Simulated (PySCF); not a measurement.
SMILES CC(CC)=O (C4H8O) (GFN2-xTB optimised geometry):

```
13

C      1.341    -1.345     0.294
C      0.760     0.032     0.000
C     -0.756     0.032     0.000
C     -1.375     1.409     0.000
O     -1.414    -0.976     0.001
H      1.060    -1.667     1.293
H      2.426    -1.326     0.223
H      0.953    -2.071    -0.415
H      1.114     0.768     0.724
H      1.080     0.369    -0.990
H     -2.426     1.349    -0.270
H     -0.850     2.071    -0.683
H     -1.298     1.825     1.003
```

Method: PBE/def2-TZVP (PySCF 2.14.0).

Problem. What are the frontier orbital energies and the dipole moment?

Solution. HOMO-2 -8.68 eV, HOMO-1 -8.40 eV, HOMO -5.60 eV, LUMO -1.45 eV, LUMO+1 0.18 eV; dipole moment 2.70 D.

Meta-Löwdin charges at PBE/def2-TZVP: C1 -0.35, C2 -0.25, C3 0.37, C4 -0.41, O5 -0.39, H6 0.12, H7 0.12, H8 0.13, H9 0.12, H10 0.13, H11 0.14, H12 0.13, H13 0.14.
